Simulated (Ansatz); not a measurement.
Calculated with Ansatz (gas phase, PBE0-D4/def2-TZVP geometries, no zero-point term in ΔE). CCSD(T)/CBS is the MP2 limit (def2-TZVPP, def2-QZVPP) plus CCSD(T) − MP2 in def2-TZVPP, frozen cores. Functionals use def2-TZVPP. def2 core potentials past Kr. For Br, Se, Sn outer-core shells are correlated without core-valence functions, which leaves a few kJ/mol of doubt a bond. Scalar relativity is left out up to krypton. One conformer a species, not always the lowest.

Consider the ligand exchange at the Sn–Se bond: `C[Se][SnH]([Cl])[Cl]` + HBr → `[Cl][SnH]([Cl])[Br]` + `C[SeH]`.

| level | ΔE (kJ/mol) |
| --- | --- |
| r2SCAN0 | -16.1 |
| BHLYP | -22.5 |

Problem. What does CCSD(T)/CBS give? (An estimate is asked.)

Solution. Computed: -10.2 kJ/mol. The listed levels differ from it by -5.9, -12.3 kJ/mol.

Problem. What do rigid-rotor, harmonic-oscillator terms from PBE0-D4/def2-TZVP frequencies (298.15 K, 1 bar) make of the CCSD(T)/CBS value? (Best estimate.)

Solution. Computed: ΔZPE = +3.1 kJ/mol, ΔH = -10.0 kJ/mol, ΔS = 14 J/(mol·K), ΔG = -14.2 kJ/mol. Modes under 50 cm⁻¹ make the entropy rough.

Largest T1 diagnostic among the species: 0.011.

The D4 term adds +8.6 kJ/mol with B3LYP and +5.1 kJ/mol with PBE0; it sums over pairs of atoms, weighted by their polarisabilities, and B3LYP, whose exchange is more repulsive, gets the larger term. From BLYP to BHLYP (50 % exact exchange), in def2-TZVPP and without D4, ΔE moves by −4.3 kJ/mol.

CCSD(T)/CBS has its own doubt, a few kJ/mol and more with outer-core shells, so smaller differences from it don't rank the levels.

B3LYP here is the variant with VWN-RPA as its local correlation; programs differ in this.
